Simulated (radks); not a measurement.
Q: Ce23+, configuration [Ar] 3d10 4s2 4p5. All-electron calculation, scalar-relativistic Kohn-Sham, PBE, spin-polarised, spherical densities, finite nucleus; open shells are filled with parallel spins first (spin-orbit coupling, left out, can overturn this in heavy ions); Fermi nuclear charge, rms radius 4.8771 fm. Program: a radial shooting solver on a logarithmic mesh with Libxc functionals. Some entries of the table are withheld. Estimate them.

orbital  occ.  eigenvalue (hartree)  <1/r> (bohr^-1)
1s up       1             -1505.004            63.34
1s down     1             -1504.983            63.34
2s up       1             -261.9881            14.62
2s down     1             -261.9767            14.61
2p up       3             -237.3310            13.84
2p down     3             -237.3125            13.84
3s up       1             -74.84427            5.355
3s down     1             -74.82536            5.355
3p up       3                   (1)            5.078
3p down     3                   (2)            5.078
3d up       5             -55.99888            4.827
3d down     5             -55.97769            4.827
4s up       1             -31.43607            2.447
4s down     1             -31.33321            2.447
4p up       3             -28.60983            2.315
4p down     2             -28.50811            2.315

A: 
(1) 3p up eigenvalue (hartree): -66.99255
(2) 3p down eigenvalue (hartree): -66.97087
